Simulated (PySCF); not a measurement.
**`Fc1pcsc1C(F)(F)F`: 4 charge schemes on one density**

Compound: C4HF4PS.
Z-matrix (Å and degrees, PBE0-D3(BJ)/def2-SVP geometry), rows numbered from 1:
```
F 
C   1  1.3251
P   2  1.7845  1  120.70
C   3  1.7125  2   91.08  1  -179.97
S   4  1.6986  3  119.75  2    -0.02
C   2  1.3707  1  120.60  3   179.99
C   6  1.5005  2  124.81  1     0.92
F   7  1.3322  6  111.68  2    64.98
F   7  1.3303  6  111.60  2   -55.14
F   7  1.3374  6  110.43  2  -175.19
H   4  1.0927  3  124.21  2  -179.79
```

Density: PBE0/pcSseg-1 (PySCF); schemes: Mulliken, IAO, Hirshfeld and ESP-fitted. Isolated species at its PBE0-D3(BJ)/def2-SVP geometry, gas phase.

Do the Mulliken, IAO, Hirshfeld and ESP-fitted schemes agree on where the charge is highest?

All schemes agree: Mulliken C7 (+0.969); IAO C7 (+0.815); Hirshfeld C7 (+0.250); ESP-fitted C7 (+0.630).

Which atoms carry the lowest charge in the Mulliken, IAO, Hirshfeld and ESP-fitted schemes?

The schemes don't all agree: Mulliken C6 (-0.621); IAO C4 (-0.561); Hirshfeld C4 (-0.129); ESP-fitted C6 (-0.322).

At which atom do the 4 schemes differ most?

At C7: from +0.250 (Hirshfeld) to +0.969 e (Mulliken), 0.719 e apart.

Tabulate the Mulliken, IAO, Hirshfeld and ESP-fitted charges.

In e:

```json
{"atom": "F1", "environment": "aryl fluorine", "Mulliken": "-0.237", "IAO": "-0.237", "Hirshfeld": "-0.064", "ESP-fitted": "-0.142"}
{"atom": "C2", "environment": "aromatic C–F carbon", "Mulliken": "+0.154", "IAO": "+0.085", "Hirshfeld": "+0.015", "ESP-fitted": "+0.341"}
{"atom": "P3", "environment": "phosphorus bonded to 2 C", "Mulliken": "+0.471", "IAO": "+0.349", "Hirshfeld": "+0.083", "ESP-fitted": "-0.051"}
{"atom": "C4", "environment": "aromatic CH next to a ring sulfur", "Mulliken": "-0.565", "IAO": "-0.561", "Hirshfeld": "-0.129", "ESP-fitted": "-0.314"}
{"atom": "S5", "environment": "thiophene-type sulfur", "Mulliken": "+0.412", "IAO": "+0.455", "Hirshfeld": "+0.151", "ESP-fitted": "+0.138"}
{"atom": "C6", "environment": "substituted aromatic carbon", "Mulliken": "-0.621", "IAO": "-0.281", "Hirshfeld": "-0.099", "ESP-fitted": "-0.322"}
{"atom": "C7", "environment": "CF3 carbon", "Mulliken": "+0.969", "IAO": "+0.815", "Hirshfeld": "+0.250", "ESP-fitted": "+0.630"}
{"atom": "F8", "environment": "fluorine of a CF3 group", "Mulliken": "-0.253", "IAO": "-0.270", "Hirshfeld": "-0.092", "ESP-fitted": "-0.190"}
{"atom": "F9", "environment": "fluorine of a CF3 group", "Mulliken": "-0.251", "IAO": "-0.268", "Hirshfeld": "-0.088", "ESP-fitted": "-0.188"}
{"atom": "F10", "environment": "fluorine of a CF3 group", "Mulliken": "-0.267", "IAO": "-0.279", "Hirshfeld": "-0.088", "ESP-fitted": "-0.166"}
{"atom": "H11", "environment": "aromatic hydrogen", "Mulliken": "+0.188", "IAO": "+0.193", "Hirshfeld": "+0.061", "ESP-fitted": "+0.264"}
```

Mean size of the charges over all atoms: Mulliken 0.399 e, IAO 0.345 e, ESP-fitted 0.250 e, Hirshfeld 0.102 e. Each set sums to the total charge, 0, to within 0.001 e. The Mulliken scheme counts on each atom the diagonal of the density matrix times the overlap matrix over that atom's basis functions. The ESP scheme fits charges at the nuclei, held to the total charge, to the electrostatic potential on points at 1.4 to 2.0 times the van der Waals radii.

How many electrons does the IAO scheme count on C4?

Z − q = 6 − (-0.561) = 6.561.

How closely do the schemes follow one another over all atoms?

Correlation coefficient and root-mean-square difference: IAO with Hirshfeld 0.99, 0.279 e; Mulliken with IAO 0.97, 0.121 e; Mulliken with Hirshfeld 0.97, 0.350 e; Mulliken with ESP-fitted 0.88, 0.249 e; Hirshfeld with ESP-fitted 0.87, 0.197 e; IAO with ESP-fitted 0.86, 0.205 e.

Sum the charges by element, for elements with more than one atom.

```json
{"element": "F", "atoms": "4", "Mulliken": "-1.008", "IAO": "-1.054", "Hirshfeld": "-0.332", "ESP-fitted": "-0.686"}
{"element": "C", "atoms": "4", "Mulliken": "-0.062", "IAO": "+0.058", "Hirshfeld": "+0.037", "ESP-fitted": "+0.335"}
```
